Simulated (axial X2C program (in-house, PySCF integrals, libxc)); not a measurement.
# HRuH: properties at the nuclei

Computed with an in-house all-electron X2C program for linear molecules (integrals from PySCF): two-component X2C with atomic mean-field Coulomb and Gaunt terms, Gaussian nuclei, basis H dyall-v3z, Ru dyall-v3z with contracted cores.

H–Ru–H held linear, with bonds 1.745 and 1.745 Å (near the PBE0 minimum at charge 0 of the determinant lowest at the starting distance; the state shown can have its own minimum elsewhere, held linear; other orders of the atoms were not compared).

Determinant lowest in the PBE0 search, Ω = 4 (⟨Sz⟩ = 1.99, ⟨Lz⟩ = 2.01 at PBE0), spin on the atoms H -0.03, Ru 2.05, H -0.03:

```tsv
level	A∥/gI H (MHz)	qzz H (a.u.)	A∥/gI Ru (MHz)	qzz Ru (a.u.)
PBE0	1.27	0.08	688	-3.52
HF	-1.21	0.10	470	-3.65
TPSSh	1.88	0.09	713	-3.47
```

A∥ (defined per Ω) follows by multiplying with gI = μI/(I μN); qzz is the electric field gradient, eQq0 = 234.96 MHz × Q/barn × qzz. The operators were transformed with the bare-nucleus X2C matrices; with these basis sets, hyperfine constants and field gradients can be off by tens of per cent, and where levels differ in sign neither size nor sign is settled.

Q: With gI(101Ru) = -0.2880, Q(101Ru) = 0.457 barn (g factors from the IAEA table of nuclear moments by Stone; Q from Pyykkö, Mol. Phys. 2018), turn the PBE0 values of the first state into constants in MHz.

A: A∥(101Ru) = 688 × -0.2880 = -198 MHz; eQq0(101Ru) = 234.96 × (0.457) × (-3.52) = -378 MHz.

The molecule was held linear; bending was not examined, so a bent shape may lie lower.

Each state is one determinant with collinear spin, which with several unpaired electrons need not be a pure state. Unrestricted Hartree–Fock can overshoot spin polarisation at the nuclei. With several open shells hyperfine constants can be off by a factor of several. Open-shell Ω = 0 determinants with evenly filled partner blocks cannot be reached by this program, so the Ω shown need not be the lowest component. States lie within half an eV, so the first need not be the ground state. Further determinants of the search, some of them spin-mixed, are not shown.
